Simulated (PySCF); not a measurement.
PySCF input for C3H8GeO, SMILES C/C=C/[O][GeH3], TDA-PBE/def2-SVPD. Geometry optimised at B3LYP-D3(BJ)/def2-SVP. The structure was generated by enumeration; whether it is a known compound was not checked. The values are those of a single conformer.

```python
import numpy as np
from pyscf import gto, scf, dft, tdscf

mol = gto.M(
    atom='''
    C     3.52944111   -0.71380496    0.51032775
    C     2.37068358    0.16761250    0.15328341
    C     1.12631514   -0.28073857   -0.05004327
    O     0.09943593    0.52793215   -0.42650826
    Ge   -1.61813515    0.11397526   -0.06913588
    H     3.99150536   -0.41115722    1.46675247
    H     3.22298036   -1.76787025    0.60586187
    H     4.32814949   -0.66677446   -0.25127316
    H     2.54804137    1.24274617    0.03825320
    H     0.89060631   -1.35273004    0.05073770
    H    -1.87900006    0.29587615    1.44066131
    H    -1.85166570   -1.35324000   -0.48957977
    H    -2.42441860    1.10407019   -0.91840641
    ''',
    basis='def2-SVPD',
    charge=0,
    spin=0,
    max_memory=1600,
    verbose=4,
)
mf = dft.RKS(mol, xc='pbe').density_fit(auxbasis='def2-universal-jkfit')
mf.grids.level = 3
mf.conv_tol = 1e-9
mf.max_cycle = 100
mf.kernel()
mf.grids = dft.Grids(mol).set(level=1).build(with_non0tab=True)  # coarser grid for the response kernel
td = tdscf.TDA(mf)
td.singlet = True
td.nstates = 10
td.conv_tol = 1e-4
td.positive_eig_threshold = 1e-6
td.kernel(x0=td.get_init_guess(mf, 15))
td.analyze()
tt = tdscf.TDA(mf)
tt.singlet = False
tt.nstates = 4
tt.conv_tol = 1e-4
tt.positive_eig_threshold = 1e-6
tt.kernel(x0=tt.get_init_guess(mf, 9))
tt.analyze(verbose=3)
```

Output:

```
PySCF version 2.14.0

[INPUT] verbose = 4
[INPUT] num. atoms = 13
[INPUT] num. electrons = 66
[INPUT] charge = 0
[INPUT] spin (= nelec alpha-beta = 2S) = 0
[INPUT] symmetry False subgroup None
[INPUT] Mole.unit = angstrom
[INPUT] Symbol           X                Y                Z      unit          X                Y                Z       unit  Magmom
[INPUT]  1 C      3.529441110000  -0.713804960000   0.510327750000 AA    6.669677070681  -1.348895880756   0.964379681266 Bohr   0.0
[INPUT]  2 C      2.370683580000   0.167612500000   0.153283410000 AA    4.479942694203   0.316741720054   0.289663664339 Bohr   0.0
[INPUT]  3 C      1.126315140000  -0.280738570000  -0.050043270000 AA    2.128427144551  -0.530519009902  -0.094568074678 Bohr   0.0
[INPUT]  4 O      0.099435930000   0.527932150000  -0.426508260000 AA    0.187906674641   0.997647175853  -0.805983801265 Bohr   0.0
[INPUT]  5 Ge    -1.618135150000   0.113975260000  -0.069135880000 AA   -3.057832266032   0.215382026376  -0.130647878581 Bohr   0.0
[INPUT]  6 H      3.991505360000  -0.411157220000   1.466752470000 AA    7.542851955133  -0.776974539938   2.771760460829 Bohr   0.0
[INPUT]  7 H      3.222980360000  -1.767870250000   0.605861870000 AA    6.090550185252  -3.340790596266   1.144913003617 Bohr   0.0
[INPUT]  8 H      4.328149490000  -0.666774460000  -0.251273160000 AA    8.179017162276  -1.260021116255  -0.474837454854 Bohr   0.0
[INPUT]  9 H      2.548041370000   1.242746170000   0.038253200000 AA    4.815100343362   2.348449903652   0.072288071388 Bohr   0.0
[INPUT] 10 H      0.890606310000  -1.352730040000   0.050737700000 AA    1.683002010709  -2.556289296072   0.095880357190 Bohr   0.0
[INPUT] 11 H     -1.879000060000   0.295876150000   1.440661310000 AA   -3.550795501441   0.559124890291   2.722455314157 Bohr   0.0
[INPUT] 12 H     -1.851665700000  -1.353240000000  -0.489579770000 AA   -3.499141047251  -2.557252980806  -0.925171681428 Bohr   0.0
[INPUT] 13 H     -2.424418600000   1.104070190000  -0.918406410000 AA   -4.581487165301   2.086390281397  -1.735536585945 Bohr   0.0

nuclear repulsion = 328.619451632909
number of shells = 79
number of NR pGTOs = 283
number of NR cGTOs = 185
basis = def2-SVPD
ecp = {}


[settings echo left out]
init E= -2269.97006090719
  HOMO = -0.281353743991968  LUMO = -0.0790254386102744  gap/eV = 5.50563
cycle= 1 E= -2270.23256973486  delta_E= -0.263  |g|= 0.916  |ddm|= 4.95
  HOMO = -0.0707612365320118  LUMO = -0.0326431807317347  gap/eV = 1.03725
cycle= 2 E= -2269.44261745992  delta_E= 0.79  |g|= 2.12  |ddm|=  3.7
  HOMO = -0.198659842202512  LUMO = -0.0361640335160058  gap/eV = 4.42174
cycle= 3 E= -2270.3497555486  delta_E= -0.907  |g|= 0.407  |ddm|=  3.1
  HOMO = -0.193083960122789  LUMO = -0.0276588455228253  gap/eV = 4.50145
cycle= 4 E= -2270.37642085458  delta_E= -0.0267  |g|= 0.171  |ddm|= 0.641
  HOMO = -0.186345301388409  LUMO = -0.0371734572544713  gap/eV = 4.05917
cycle= 5 E= -2270.38088081599  delta_E= -0.00446  |g|= 0.111  |ddm|= 0.359
  HOMO = -0.187293861201965  LUMO = -0.0357812940908677  gap/eV = 4.12287
cycle= 6 E= -2270.38415009773  delta_E= -0.00327  |g|= 0.0165  |ddm|= 0.148
  HOMO = -0.188679612613043  LUMO = -0.0347681846195456  gap/eV = 4.18814
cycle= 7 E= -2270.38422123875  delta_E= -7.11e-05  |g|= 0.00462  |ddm|= 0.0288
  HOMO = -0.188293945544762  LUMO = -0.0346267446706183  gap/eV = 4.18150
cycle= 8 E= -2270.38422562622  delta_E= -4.39e-06  |g|= 0.00123  |ddm|= 0.00692
  HOMO = -0.188461179689145  LUMO = -0.03470096155284  gap/eV = 4.18403
cycle= 9 E= -2270.38422602526  delta_E= -3.99e-07  |g|= 0.000269  |ddm|= 0.00252
  HOMO = -0.188462366379647  LUMO = -0.0347077741859581  gap/eV = 4.18388
cycle= 10 E= -2270.38422604147  delta_E= -1.62e-08  |g|= 8.87e-05  |ddm|= 0.000501
  HOMO = -0.188460589053935  LUMO = -0.0347031073115485  gap/eV = 4.18395
cycle= 11 E= -2270.38422604319  delta_E= -1.72e-09  |g|= 3.34e-05  |ddm|= 0.00016
  HOMO = -0.188460316281286  LUMO = -0.0347036871750261  gap/eV = 4.18393
cycle= 12 E= -2270.38422604344  delta_E= -2.55e-10  |g|= 4.61e-06  |ddm|= 6.45e-05
  HOMO = -0.188459179232928  LUMO = -0.0347032177892066  gap/eV = 4.18391
Extra cycle  E= -2270.38422604342  delta_E= 2.27e-11  |g|= 1.08e-05  |ddm|= 2.19e-05
converged SCF energy = -2270.38422604342
tot grids = 47912
Overwritten attributes  positive_eig_threshold  of <class 'pyscf.tdscf.rks.TDA'>


******** <class 'pyscf.tdscf.rks.TDA'> for <class 'pyscf.df.df_jk.DFRKS'> ********
nstates = 10 singlet
deg_eia_thresh = 1.000e-03
wfnsym = None
conv_tol = 0.0001
eigh lindep = 1e-12
eigh level_shift = 0
eigh max_cycle = 100


Excitation energies (eV)
[4.24993145 4.70702679 5.52870688 5.70158938 5.75123251 6.25457821
 6.54309229 6.73365919 6.83392924 6.90273223]

** Singlet excitation energies and oscillator strengths **
Excited State   1:      4.24993 eV    291.73 nm  f=0.0071
      33 -> 34       -0.70300
Excited State   2:      4.70703 eV    263.40 nm  f=0.0158
      33 -> 35       -0.64230
      33 -> 36       -0.28826
Excited State   3:      5.52871 eV    224.26 nm  f=0.0433
      33 -> 35        0.15333
      33 -> 36       -0.38272
      33 -> 37       -0.48325
      33 -> 39        0.29638
Excited State   4:      5.70159 eV    217.46 nm  f=0.0045
      33 -> 36        0.11999
      33 -> 37       -0.21723
      33 -> 38       -0.62141
      33 -> 39       -0.21967
Excited State   5:      5.75123 eV    215.58 nm  f=0.0782
      33 -> 35        0.10541
      33 -> 36       -0.21604
      33 -> 37        0.44857
      33 -> 38       -0.33152
      33 -> 39        0.34411
Excited State   6:      6.25458 eV    198.23 nm  f=0.0033
      33 -> 39       -0.19386
      33 -> 40       -0.67172
Excited State   7:      6.54309 eV    189.49 nm  f=0.0463
      32 -> 34        0.68387
      32 -> 35       -0.12846
Excited State   8:      6.73366 eV    184.13 nm  f=0.0206
      32 -> 36       -0.10772
      33 -> 39        0.10157
      33 -> 41        0.67715
Excited State   9:      6.83393 eV    181.42 nm  f=0.1738
      32 -> 35       -0.27469
      32 -> 36        0.32640
      33 -> 35        0.12330
      33 -> 36       -0.27138
      33 -> 39       -0.32971
      33 -> 40        0.14798
      33 -> 41        0.18845
Excited State  10:      6.90273 eV    179.62 nm  f=0.1579
      32 -> 35        0.62969
      33 -> 36       -0.15319
      33 -> 39       -0.13996

** Transition electric dipole moments (AU) **
state          X           Y           Z        Dip. S.      Osc.
  1        -0.2615      0.0106     -0.0036      0.0685      0.0071
  2        -0.3103      0.0835      0.1839      0.1370      0.0158
  3         0.5564      0.0869      0.0502      0.3196      0.0433
  4        -0.1679     -0.0480     -0.0398      0.0321      0.0045
  5         0.7443     -0.0131     -0.0315      0.5552      0.0782
  6         0.1108      0.0951      0.0164      0.0216      0.0033
  7         0.5366      0.0239      0.0039      0.2885      0.0463
  8        -0.2462     -0.0540     -0.2476      0.1248      0.0206
  9         1.0118      0.0334      0.1139      1.0378      0.1738
 10         0.9166      0.2850      0.1100      0.9334      0.1579

** Transition velocity dipole moments (imaginary part, AU) **
state          X           Y           Z        Dip. S.      Osc.
  1        -0.0211      0.0088      0.0077      0.0006      0.0025
  2        -0.0320      0.0143      0.0231      0.0018      0.0068
  3         0.0509     -0.0066     -0.0082      0.0027      0.0089
  4        -0.0150     -0.0023      0.0003      0.0002      0.0007
  5         0.0880     -0.0248     -0.0020      0.0084      0.0264
  6         0.0106      0.0108     -0.0076      0.0003      0.0008
  7         0.0859      0.0111      0.0121      0.0076      0.0212
  8        -0.0259     -0.0021     -0.0565      0.0039      0.0104
  9         0.1309     -0.0358      0.0008      0.0184      0.0489
 10         0.1527      0.0326      0.0222      0.0249      0.0654

** Transition magnetic dipole moments (imaginary part, AU) **
state          X           Y           Z
  1        -0.1844     -0.0591     -0.1232
  2         0.0570     -0.1203     -0.0447
  3         0.3632      0.0943      0.1571
  4         0.1152      0.3784     -0.0412
  5        -0.0170      0.0418      0.2707
  6         0.1673     -0.1070      0.0552
  7        -0.1221      0.3955     -0.0029
  8        -0.2869     -0.4676     -0.0703
  9         0.3673     -0.1694      0.3104
 10        -0.1861      0.1143      0.3018


******** <class 'pyscf.tdscf.rks.TDA'> for <class 'pyscf.df.df_jk.DFRKS'> ********
nstates = 4 triplet
deg_eia_thresh = 1.000e-03
wfnsym = None
conv_tol = 0.0001
eigh lindep = 1e-12
eigh level_shift = 0
eigh max_cycle = 100


Excitation energies (eV)
[4.02684685 4.13017456 4.66053067 5.54998502]

** Triplet excitation energies and oscillator strengths **
Excited State   1:      4.02685 eV    307.89 nm  f=0.0000
Excited State   2:      4.13017 eV    300.19 nm  f=0.0000
Excited State   3:      4.66053 eV    266.03 nm  f=0.0000
Excited State   4:      5.54999 eV    223.40 nm  f=0.0000
```

Self-consistency was reached.

Cost: around 80 core-seconds (rough).
